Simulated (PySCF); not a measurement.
Job file and geometry (Å, from GFN2-xTB) of an NMR shielding run on SMILES CP(C)P1CCSCC1, C6H14P2S, PySCF 2.14.0, density-fitted response routines, GIAO PBE0/pcSseg-1 NMR shielding, non-relativistic, gas phase; density fitting, a coarse starting grid and PySCF grid level 2 are the driver's defaults:

```
{"job": {"kind": "nmr", "xc": "PBE0", "basis": "pcSseg-1"}, "charge": 0, "multiplicity": 1}
C      2.542576     1.511584     0.303195
P      1.733350    -0.116441     0.669840
C      2.685344    -1.151502    -0.539481
P     -0.057022     0.178161    -0.566439
C     -1.016517     1.199745     0.669386
C     -2.498201     1.211808     0.334019
S     -3.292515    -0.390225     0.673233
C     -2.355334    -1.418924    -0.499984
C     -0.872304    -1.456330    -0.172566
H      3.569065     1.477527     0.665230
H      2.017962     2.305614     0.831244
H      2.540825     1.722753    -0.765067
H      2.668546    -0.712781    -1.536012
H      2.258394    -2.151936    -0.575953
H      3.715174    -1.229151    -0.194089
H     -0.632925     2.224106     0.624785
H     -0.860694     0.812580     1.680948
H     -3.035663     1.929430     0.954876
H     -2.666988     1.453035    -0.717833
H     -2.800217    -2.411527    -0.421404
H     -2.532310    -1.027390    -1.504286
H     -0.723596    -1.707733     0.881983
H     -0.391701    -2.225420    -0.785546
```

Task: Write the output of this run.

Result: 
```
coarse grid: 20072 points
cycle   1  E = -1317.1058389426  dE =  8.481e-01  |g| = 4.297e-01  |ddm| = 4.418e+00
cycle   2  E = -1317.1024576368  dE =  3.381e-03  |g| = 4.529e-01  |ddm| = 8.028e-01
cycle   3  E = -1317.1545308952  dE = -5.207e-02  |g| = 5.075e-02  |ddm| = 4.056e-01
cycle   4  E = -1317.1551175024  dE = -5.866e-04  |g| = 2.273e-02  |ddm| = 1.069e-01
cycle   5  E = -1317.1552415040  dE = -1.240e-04  |g| = 6.745e-03  |ddm| = 3.528e-02
cycle   6  E = -1317.1552525997  dE = -1.110e-05  |g| = 1.874e-03  |ddm| = 9.153e-03
cycle   7  E = -1317.1552534720  dE = -8.723e-07  |g| = 4.328e-04  |ddm| = 2.949e-03
final grid: 178056 points
cycle   8  E = -1317.2147287593  dE = -5.236e-05  |g| = 1.140e-02  |ddm| = 4.598e-02
cycle   9  E = -1317.2147037617  dE =  2.500e-05  |g| = 1.516e-02  |ddm| = 2.287e-02
cycle  10  E = -1317.2147611919  dE = -5.743e-05  |g| = 1.128e-03  |ddm| = 1.454e-02
cycle  11  E = -1317.2147615168  dE = -3.249e-07  |g| = 3.067e-04  |ddm| = 1.858e-03
cycle  12  E = -1317.2147615415  dE = -2.469e-08  |g| = 8.164e-05  |ddm| = 4.522e-04
cycle  13  E = -1317.2147615434  dE = -1.833e-09  |g| = 1.938e-05  |ddm| = 1.433e-04
cycle  14  E = -1317.2147615435  dE = -1.091e-10  |g| = 4.468e-06  |ddm| = 3.757e-05
converged SCF energy = -1317.2147615435

GIAO shielding tensors (ppm)
atom      isotropic    diamagn.    paramagn.     s11        s22        s33       span
  0 C      173.428     255.042     -81.614    163.459    168.560    188.264     24.805
  1 P      385.112     969.298    -584.187    333.960    378.832    442.543    108.582
  2 C      173.421     255.044     -81.623    163.419    168.589    188.255     24.836
  3 P      372.955     968.623    -595.668    320.706    367.806    430.353    109.647
  4 C      157.157     254.471     -97.314    137.598    161.931    171.942     34.343
  5 C      151.871     247.281     -95.410    144.578    149.965    161.070     16.492
  6 S      479.246    1053.763    -574.517    357.598    479.133    601.008    243.410
  7 C      151.858     247.268     -95.411    144.559    149.939    161.074     16.515
  8 C      157.185     254.473     -97.289    137.621    161.982    171.951     34.330
  9 H       30.595      30.072       0.523     25.759     27.196     38.831     13.072
 10 H       30.637      32.246      -1.608     25.024     29.599     37.290     12.266
 11 H       30.715      32.196      -1.482     26.225     29.137     36.782     10.557
 12 H       30.715      32.201      -1.486     26.220     29.148     36.777     10.557
 13 H       30.637      32.248      -1.611     25.025     29.594     37.292     12.267
 14 H       30.597      30.075       0.522     25.762     27.199     38.830     13.069
 15 H       29.853      33.218      -3.365     23.732     30.060     35.768     12.036
 16 H       29.758      32.201      -2.443     25.506     30.185     33.583      8.077
 17 H       28.957      28.264       0.694     22.636     27.219     37.017     14.381
 18 H       28.812      29.375      -0.563     24.083     27.929     34.423     10.340
 19 H       28.956      28.263       0.693     22.636     27.219     37.015     14.379
 20 H       28.811      29.372      -0.562     24.081     27.927     34.423     10.342
 21 H       29.761      32.203      -2.443     25.509     30.187     33.586      8.077
 22 H       29.856      33.224      -3.368     23.734     30.064     35.772     12.038
```

Task: Turn these shieldings into chemical shifts. Referencing at the same level of theory: TMS for ¹³C (σref 186.93), ¹H (σref 31.72); ³¹P (σref 318.38) vs H3PO4; ³³S (σref 503.73) against CS2.

Result: Averaging equivalent atoms: C 5/7: 35.1; C 4/8: 29.8; C 0/2: 13.5; P 3: -54.6; P 1: -66.7; S 6: 24; H 17/18/19/20: 2.83; H 15/16/21/22: 1.91; H 9/10/11/12/13/14: 1.07 ppm. Experimental scales use liquid or dissolved standards, which lie at an offset from isolated H3PO4.

Size and cost of the density-fitted run: 244 basis functions, roughly 2.5 core-minutes.
